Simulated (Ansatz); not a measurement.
System: bis(prop-2-enyl)silane, C₆H₁₂Si, charge 0, multiplicity 1. 
Geometry from a B3LYP-D3(BJ)/def2-TZVP (Ansatz, an electronic-structure program) optimisation:
```xyz
19

C     -2.9621    -0.0876    -0.9735
C     -2.4666    -0.4421     0.2075
C     -1.6187     0.4156     1.0884
Si     0.2057    -0.0898     1.0115
C      0.9026     0.2127    -0.7175
C      2.2789    -0.3470    -0.8708
C      3.4036     0.3599    -0.8967
H     -2.8083     0.9065    -1.3786
H     -3.5429    -0.7760    -1.5730
H     -2.6482    -1.4520     0.5664
H     -1.6939     1.4672     0.7978
H     -1.9423     0.3417     2.1311
H      0.3270    -1.5307     1.3498
H      0.9838     0.6934     2.0031
H      0.8976     1.2903    -0.9042
H      0.2117    -0.2462    -1.4311
H      2.3429    -1.4304    -0.9306
H      3.3953     1.4426    -0.8358
H      4.3704    -0.1185    -0.9809
```

Dipole moments at this geometry, in debye (magnitudes).

| level | program | dipole (D) |
|---|---|---|
| SVWN5/def2-TZVPD | Ansatz | 0.67 |
| PBE/def2-TZVPD | Ansatz | 0.67 |
| BLYP/def2-TZVPD | Ansatz | 0.65 |
| r2SCAN/def2-TZVPD | Ansatz | (withheld) |
| PBE0/def2-TZVPD | Ansatz | 0.65 |
| BHLYP/def2-TZVPD | Ansatz | 0.61 |
| HSE06/def2-TZVPD | Ansatz | 0.65 |
| CAM-B3LYP/def2-TZVPD | Ansatz | 0.62 |
| LC-wPBE/def2-TZVPD | Ansatz | 0.62 |
| CCSD(T)/aug-cc-pV(D+d)Z | Ansatz | (withheld) |

Task: Some entries are withheld; supply them.

Result: 
- r2SCAN/def2-TZVPD, dipole (D): 0.67
- CCSD(T)/aug-cc-pV(D+d)Z, dipole (D): 0.59
